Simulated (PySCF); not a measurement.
BrPb (SMILES [Br][Pb]), doublet, at a GFN2-xTB geometry (such geometries of metal compounds can be far from the true shape) (the spin is typed, not shown lowest) (core potentials on Pb), atoms displaced at random by about 0.03 Å a coordinate; PBE0/def2-SVP, gradient in PySCF.

PySCF was given this input:
```python
from pyscf import gto, scf, dft

mol = gto.M(
    atom='''
Pb    0.00036993   -0.00134203   -0.76228969
Br    0.01599417   -0.03960841    1.82950380
''',
    basis='def2-svp',
    ecp={'Pb': 'def2-svp'},
    spin=1,
    verbose=4,
)

mf = dft.UKS(mol)
mf.xc = 'pbe0'
mf.conv_tol = 1e-6
mf.kernel()
g = mf.nuc_grad_method()
grad = g.kernel()
```

What the program printed (banner, timings and long lists left out):

```
PySCF version 2.14.0

[INPUT] verbose = 4
[INPUT] num. atoms = 2
[INPUT] num. electrons = 57
[INPUT] charge = 0
[INPUT] spin (= nelec alpha-beta = 2S) = 1
[INPUT] symmetry False subgroup None
[INPUT] Mole.unit = angstrom
[INPUT] Symbol           X                Y                Z      unit          X                Y                Z       unit  Magmom
[INPUT]  1 Pb     0.000369930000  -0.001342030000  -0.762289690000 AA    0.000699066385  -0.002536069151  -1.440518741680 Bohr   0.0
[INPUT]  2 Br     0.015994170000  -0.039608410000   1.829503800000 AA    0.030224600890  -0.074849047129   3.457261125851 Bohr   0.0

nuclear repulsion = 157.19410070684
number of shells = 22
number of NR pGTOs = 135
number of NR cGTOs = 58
basis = def2-svp
ecp = {'Pb': 'def2-svp'}

******** <class 'pyscf.dft.uks.UKS'> ********
method = UKS
initial guess = minao
damping factor = 0
level_shift factor = 0
DIIS = <class 'pyscf.scf.diis.CDIIS'>
diis_start_cycle = 1
diis_space = 8
diis_damp = 0
SCF conv_tol = 1e-06
SCF conv_tol_grad = None
SCF max_cycles = 50
direct_scf = True
direct_scf_tol = 1e-13
number electrons alpha = 29  beta = 28
XC library pyscf.dft.libxc version 7.1.2
    S. Lehtola, C. Steigemann, M. J. T. Oliveira, and M. A. L. Marques,  SoftwareX 7, 1–5 (2018)
XC functionals = pbe0
    C. Adamo and V. Barone,  J. Chem. Phys. 110, 6158 (1999)
    M. Ernzerhof and G. E. Scuseria,  J. Chem. Phys. 110, 5029 (1999)
radial grids:
    Treutler-Ahlrichs [JCP 102, 346 (1995); DOI:10.1063/1.469408] (M4) radial grids

becke partition: Becke, JCP 88, 2547 (1988); DOI:10.1063/1.454033
pruning grids: <function nwchem_prune>
grids dens level: 3
symmetrized grids: False
atomic radii adjust function: <function treutler_atomic_radii_adjust>
small_rho_cutoff = 0
Set gradient conv threshold to 0.001
tot grids = 43656
init E= -2741.57206054683

cycle= 1 E= -2763.71001528819  delta_E= -22.1  |g|= 1.84  |ddm|= 9.48
cycle= 2 E= -2708.30013483005  delta_E= 55.4  |g|= 8.29  |ddm|= 12.2
cycle= 3 E= -2765.68501396727  delta_E= -57.4  |g|= 1.07  |ddm|= 10.7
cycle= 4 E= -2766.39653870117  delta_E= -0.712  |g|= 0.299  |ddm|= 1.51
cycle= 5 E= -2766.45130841802  delta_E= -0.0548  |g|= 0.114  |ddm|= 0.616
cycle= 6 E= -2766.455915252  delta_E= -0.00461  |g|= 0.0125  |ddm|= 0.13
cycle= 7 E= -2766.45597405172  delta_E= -5.88e-05  |g|= 0.00517  |ddm|= 0.0196
cycle= 8 E= -2766.45599664304  delta_E= -2.26e-05  |g|= 0.000871  |ddm|= 0.0086
cycle= 9 E= -2766.4559976619  delta_E= -1.02e-06  |g|= 0.00026  |ddm|= 0.00255
cycle= 10 E= -2766.45599777534  delta_E= -1.13e-07  |g|= 9.44e-05  |ddm|= 0.000842
Extra cycle  E= -2766.45599778925  delta_E= -1.39e-08  |g|= 9.16e-05  |ddm|= 0.000377
converged SCF energy = -2766.45599778925  <S^2> = 0.75279194  2S+1 = 2.00279

******** <class 'pyscf.grad.uks.Gradients'> for <class 'pyscf.dft.uks.UKS'> ********
unit = Eh/Bohr
grid_response = False
--------------- UKS gradients ---------------
         x                y                z
0 Pb     0.0000498213    -0.0001218699     0.0081193008
1 Br    -0.0000445841     0.0001109256    -0.0080927175
----------------------------------------------
```
